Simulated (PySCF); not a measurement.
CsAs and its ions

PBE0; PySCF, scalar-relativistic core potentials, basis sets Cs def2-SVP with ECP46, As def2-SVP. Neutral (UKS): triplet (π ↑↑), Re = 3.444 Å, ωe = 115 cm⁻¹, De = 1.18 eV, HOMO -3.24 eV, LUMO -1.25 eV.

CsAs⁺ (UKS): quartet (σ ↑, π ↑↑), Re = 4.031 Å, ωe = 40.2 cm⁻¹, De = 0.12 eV to Cs⁺ + As. The energies at the minima are -2255.44747 hartree for CsAs and -2255.26551 for CsAs⁺.

**Question.** Work out the adiabatic ionisation energy, without and with harmonic zero-point energies (1 hartree = 27.2114 eV, 1 eV = 8065.5 cm⁻¹), and the change of the bond length.

**Answer.** At PBE0: 0.18196 hartree = 4.951 eV between the minima; the zero-point term (40.2 − 115.0)/2 cm⁻¹ = -0.005 eV makes it 4.947 eV. Re changes by +58.7 pm against the neutral. The electron leaves a σ orbital, and the ion is left as a loose complex of an ion and an atom.

Weak bonds: CsAs⁺. Basis-set superposition, not corrected here, can be much of De in a small basis, most of all at correlated wavefunction levels. These are scalar-relativistic numbers at best; spin–orbit coupling would shift them, the dissociation energy most. For an ion De counts to the pair picked by the measured ionisation energies or electron affinities, which need not be the lowest pair at this level. States were picked by a PBE0 search and need not be the measured ground states.
